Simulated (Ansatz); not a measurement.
Stepwise reaction of `[CH3][In]([F])[F]` with hydrogen chloride, as a gas-phase model of exchange steps in deposition or etching. ΔE in kJ/mol.

Calculated with Ansatz (gas phase, PBE0-D4/def2-TZVP geometries, no zero-point term in ΔE). CCSD(T)/CBS is the MP2 limit (def2-TZVPP, def2-QZVPP) plus CCSD(T) − MP2 in def2-TZVPP, frozen cores. This one scheme is used for every species. DFT in def2-TZVPP. B3LYP here is the variant with VWN-RPA as its local correlation; programs differ in this. Elements past krypton have def2 core potentials. For In outer-core shells are correlated without core-valence functions, which leaves a few kJ/mol of doubt a bond.

| step | reaction | PBE-D4 | B3LYP-D4 | ωB97M-V | CCSD(T)/CBS |
| --- | --- | --- | --- | --- | --- |
| 1 | `[CH3][In]([F])[F]` + HCl → `[CH3][In]([F])[Cl]` + H–F | -51.9 | -53.2 | -55.3 | -58.8 |

Question: Give the row of step 2, `[CH3][In]([F])[Cl]` + HCl → `[CH3][In]([Cl])[Cl]` + H–F. (An estimate is asked.)

Answer: Computed: 
```json
{"step": "2", "reaction": "`[CH3][In]([F])[Cl]` + HCl → `[CH3][In]([Cl])[Cl]` + H–F", "PBE-D4": "-50.7", "B3LYP-D4": "-52.1", "ωB97M-V": "-54.1", "CCSD(T)/CBS": "-58.1"}
```

Question: By hand: ΔE of the 2 steps together at CCSD(T)/CBS.

Answer: (-58.8) + (-58.1) = -116.9 kJ/mol, or -58.5 kJ/mol a step.

In ΔE the steps differ by no more than 0.7 kJ/mol. All are downhill at CCSD(T)/CBS. PBE-D4 differs from CCSD(T)/CBS by 6.9 to 7.4 kJ/mol a step. Isolated molecules leave out the surface, adducts and barriers. Largest T1 diagnostic: 0.016.
